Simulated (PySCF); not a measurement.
Molfile (atoms numbered from 1):
```
C4H3FO2
     RDKit          3D

 10 10  0  0  0  0  0  0  0  0999 V2000
    2.6607   -0.5910    0.5174 O   0  0  0  0  0  0  0  0  0  0  0  0
    1.9077    0.2512    0.1091 C   0  0  0  0  0  0  0  0  0  0  0  0
    0.4604    0.0839    0.0120 C   0  0  0  0  0  0  0  0  0  0  0  0
   -0.4764   -0.8525    0.2637 C   0  0  0  0  0  0  0  0  0  0  0  0
   -1.4878    0.1755   -0.1756 C   0  0  2  0  0  0  0  0  0  0  0  0
   -2.2128   -0.0938   -1.2761 F   0  0  0  0  0  0  0  0  0  0  0  0
   -0.4061    1.0733   -0.4410 O   0  0  0  0  0  0  0  0  0  0  0  0
    2.2472    1.2415   -0.2422 H   0  0  0  0  0  0  0  0  0  0  0  0
   -0.5214   -1.8571    0.6192 H   0  0  0  0  0  0  0  0  0  0  0  0
   -2.1625    0.5735    0.5910 H   0  0  0  0  0  0  0  0  0  0  0  0
  1  2  2  0
  2  3  1  0
  3  4  2  0
  4  5  1  0
  5  6  1  0
  5  7  1  0
  7  3  1  0
  2  8  1  0
  4  9  1  0
  5 10  1  1
M  END
```

PySCF 2.14.0 with density-fitted response routines calculation with geometry: GFN2-xTB, shielding tensors at PBE0/pcSseg-1 (GIAO) and J couplings at B3LYP/pcJ-1 (spin–dipole term only in couplings to heteroatoms); single conformer, gas phase, no relativistic terms.

Q: Predict the 2D correlation tables (HSQC, COSY, HMBC).

A: 

HSQC (one-bond C–H):
```csv
δH,δC,"1J(C,H) (Hz)"
9.74 (H8),188.4 (C2),184
6.45 (H10),111.5 (C5),190
6.44 (H9),126.3 (C4),209
```

HMBC (two and three bonds, |J| ≥ 2.5 Hz):
```csv
δH,δC [abs. J in Hz]
9.74 (H8),"169.6 (C3) [24.4], 126.3 (C4) [5.4]"
6.45 (H10),169.6 (C3) [5.6]
6.44 (H9),"169.6 (C3) [2.8], 111.5 (C5) [4.8]"
```

No COSY cross peaks are expected.

δ = σ(ref) − σ, references computed at the same level: 1H (σref 31.72), 13C (σref 186.93) vs TMS.

Common functionals overestimate the size of one-bond C–F couplings by tens of Hz; these are unscaled. Unscaled 3J(H,H) at this level run about 10 % above measured values. Shifts are as computed. Against solution values, carbons near 30 ppm lie about +3 ppm off and those near 130 ppm about +5 ppm. Of 1211 compounds with measured shifts, 218 miss one by over three times the rms of a fit or turn the order of signals round; such compounds aren't used in these exercises.
